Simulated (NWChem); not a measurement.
Correlation energy of HFSi

```xyz
3

Si    -0.4560     0.4037     0.0000
H      0.5537     1.5754     0.0000
F      0.6478    -0.8030     0.0000
```
Charge 0, spin multiplicity 1.

Everything below was run with NWChem. All single points use one geometry, from PBE0/def2-SVP, a minimum by its harmonic frequencies.

Basis set: def2-TZVP. Each correlation energy counts from its own Hartree-Fock reference.

The correlated methods keep 6 core orbitals frozen. The structure started from a generated list of species. Coupled-cluster values serve here as a point of comparison, not as the truth.

Question: For the correlation energy, CCSD gives -367.6 mHa and SCS-MP2 gives -348.1 mHa. What do CR-CCSD(T), CR-CCSD[T], MP2 give?

Answer: CR-CCSD(T): -376.7 mHa; CR-CCSD[T]: -377.4 mHa; MP2: -348.9 mHa.
